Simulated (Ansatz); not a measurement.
The cluster Nb₂S₂, relaxed as a singlet with RKS B3LYP-D4/def2-SVP in Ansatz, starting from the GFN2-xTB geometry. Force threshold 0.02 eV/Å.

In the def2 sets Nb takes a core potential; there is no spin–orbit coupling. The restricted singlet is unstable towards broken spin symmetry at other levels; at B3LYP-D4/def2-SVP this wasn't settled. The structure comes from a short search, and lower isomers may exist.

Start:

Cartesian coordinates in Å:
```
Nb 1.117 0.776 0.449
Nb -1.106 -0.767 -0.459
S 0.020 2.654 0.983
S -0.031 -2.663 -0.972
```

| step | energy (eV) | largest force component (eV/Å) | SCF passes |
| --- | --- | --- | --- |
| 1 | -24764.6477 | 3.388 | 233 |
| 2 | -24765.7505 | 1.279 | 95 |
| 3 | -24766.4173 | 1.054 | 57 |
| 4 | -24766.9904 | 1.150 | 50 |
| 5 | -24767.6031 | 1.287 | 45 |
| 6 | -24767.9402 | 1.003 | 52 |
| 7 | -24767.9806 | 0.328 | 42 |
| 8 | -24767.9861 | 0.013 | 44 |

Force components are those of the run's own axes.

End:

```
atom    x (Å)    y (Å)    z (Å)
 Nb1   1.0985   0.0632   0.1923
 Nb2  -1.0985  -0.0631  -0.1927
  S3  -0.2325   1.9681   0.6849
  S4   0.2324  -1.9682  -0.6846
```

Bonds formed: Nb1–S4, Nb2–S3 (atoms count from 1).

No frequencies were taken in this run, so the end may be a saddle point.

Run time 27 s (4 threads of Arm Neoverse V1 on a shared host).
